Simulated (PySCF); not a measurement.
Caution: the unrestricted state is spin-contaminated.  The multiplicity is imposed and other spin states were not computed.

Cartesian coordinates (Å):
```xyz
4

Os     0.0362     0.0255     0.1260
F      1.2458    -0.7116    -1.0587
F     -1.4178    -0.0673    -1.0098
F      0.2248     0.6395     1.8516
```
Charge 0, spin multiplicity 2.

Estimate the highest occupied spin orbital, charge on the central atom (Mulliken), spin population on the central atom (Mulliken), dipole moment and total energy that TPSSh-D3(BJ)/def2-TZVP // TPSS-D3(BJ)/def2-SVP in PySCF returns for this input.


```json
{
  "highest_occupied_spin_orbital": "-6.76 eV",
  "charge on the central atom (Mulliken)": "1.00 e",
  "spin population on the central atom (Mulliken)": "0.92",
  "dipole_moment": "0.92 D",
  "total_energy": "-390.3196 Ha"
}
```
